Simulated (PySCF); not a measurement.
(OH)3Zr-S-SiH3 (singlet state).
Geometry (PBE0-D3(BJ)/def2-SVP, Å), atoms numbered from 1 in this order:
```xyz
12
H6O3SSiZr angstrom
Zr     0.0443    0.6763    0.8999
O     -0.1502    0.9654    2.7776
O     -1.5123    1.2118   -0.0738
O      1.5918    1.5844    0.2365
S      0.3049   -1.7823    0.6402
Si     0.0431   -1.8817   -1.4749
H     -0.2382    1.2355    3.6903
H     -2.2744    1.5648   -0.5290
H      2.3461    2.0564   -0.1107
H     -1.3558   -2.2617   -1.8379
H      0.3381   -0.5582   -2.1157
H      0.9780   -2.8934   -2.0515
```

Theory: PBE0-D3(BJ)/def2-SVP geometry optimisation, gas phase, def2 core potentials past Kr (PySCF 2.14.0).

Question: Which atoms are bound to Zr1, and at what distances?

Answer: 4 atoms: O2 1.910 Å, O3 1.913 Å, O4 1.913 Å, S5 2.486 Å. The nearest atom not counted as bound is H7, at 2.86 Å (others tie with it).

Question: List the angles at Zr1.

Answer: 
```tsv
angle	degrees	distance of the outer atoms (Å)
O2–Zr1–O3	112.0	3.17
O2–Zr1–O4	110.6	3.14
O3–Zr1–O4	110.4	3.14
O4–Zr1–S5	110.4	3.63
O3–Zr1–S5	108.0	3.57
O2–Zr1–S5	105.3	3.51
```

Question: What is the shape at Zr1?

Answer: Distorted tetrahedral: angles from 105.3° to 112.0°; τ4 = (360° − α − β)/141° = 0.97 with α and β the two widest (0 for a square, 1 for a tetrahedron).

Question: What are the other bond lengths?

Answer: O2–H7, O3–H8, O4–H9 0.955 Å; S5–Si6 2.134 Å; Si6–H10, Si6–H11, Si6–H12 1.496 Å.

Question: Give some angles away from the centre.

Answer: Zr1–S5–Si6 97.9°.

Question: What are the rotational constants (commonest isotopes, rigid rotor)?

Answer: A = 2237, B = 925.5, C = 860.8 MHz: a near-prolate asymmetric top.

Point group: C1 (no symmetry element, even within 0.4 Å). Charge 0, singlet. Whether it is a minimum is left open (no frequencies).
